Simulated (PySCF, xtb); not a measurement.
C2H8BNO, SMILES COB(C)N.

Geometry optimised at PBE-D3(BJ)/def2-SVP. The values are those of a single conformer.

Computed with IEF-PCM-ωB97X/def2-SVP (PySCF).

The values are the electrostatic part of the solvation free energy, E(continuum) − E(gas) at the gas-phase geometry, in a cavity of scaled van der Waals radii (PySCF's table); cavitation and dispersion terms are not included. In vacuum the orbital gap is 13.63 eV. The dipole moment in vacuum is 2.42 D.

Computed values in water (ε = 78.36), N,N-dimethylformamide (ε = 37.22), 2-propanol (ε = 19.26):
```tsv
solvent	ε	ΔG(elec) (kcal/mol)	dipole (D)	gap (eV)
water	78.36	-4.8	3.08	13.81
N,N-dimethylformamide	37.22	-4.7	3.06	13.81
2-propanol	19.26	-4.5	3.03	13.81
```

For comparison, GFN2-xTB/ALPB(water) (xtb, at the GFN2-xTB geometry, all terms of that model) gives -3.1 kcal/mol.
